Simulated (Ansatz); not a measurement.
`O=C[O][GeH3]` + `C[SiH](F)CN` → `C[SiH](F)[GeH3]` + `NCOC=O`  (formal exchange of groups at a Ge–O bond)

Gas-phase electronic energies from Ansatz, PBE0-D4/def2-TZVP geometries. CBS: MP2 limit from def2 TZ/QZ plus the TZ coupled-cluster correction, frozen cores. DFT in def2-TZVPP. B3LYP here is the variant with VWN-RPA as its local correlation; programs differ in this. For Ge outer-core shells are correlated without core-valence functions, which leaves a few kJ/mol of doubt a bond. Scalar relativity is left out up to krypton. Each species was taken in one conformer, which may not be the lowest.

Problem. Is it downhill or uphill in electronic energy at CCSD(T)/CBS, and by how much? (Best estimate.)

Solution. The calculation gave: Uphill: ΔE = +65.1 kJ/mol.

Problem. What do these levels give: PBE-D4, r2SCAN-D4, B2PLYP, PBE, PBE0, B3LYP, SCS-MP2/def2-TZVPP, CCSD(T)/def2-TZVPP, HF/def2-QZVPP, MP2/def2-QZVPP, SCS-MP2/def2-QZVPP, CCSD/CBS(def2)? (An estimate is asked.)

Solution. The calculation gave: PBE-D4 46.9, r2SCAN-D4 55.8, B2PLYP 63.8, PBE 44.9, PBE0 50.2, B3LYP 55.6, SCS-MP2/def2-TZVPP 74.3, CCSD(T)/def2-TZVPP 66.3, HF/def2-QZVPP 70.8, MP2/def2-QZVPP 74.3, SCS-MP2/def2-QZVPP 74.7, CCSD/CBS(def2) 65.7 kJ/mol.

Largest T1 diagnostic among the species: 0.015.

The D4 term adds +3.3 kJ/mol with B3LYP and +1.6 kJ/mol with PBE0; it sums over pairs of atoms, weighted by their polarisabilities, and B3LYP, whose exchange is more repulsive, gets the larger term. From PBE to PBE0 (25 % exact exchange), in def2-TZVPP and without D4, ΔE moves by +5.3 kJ/mol.
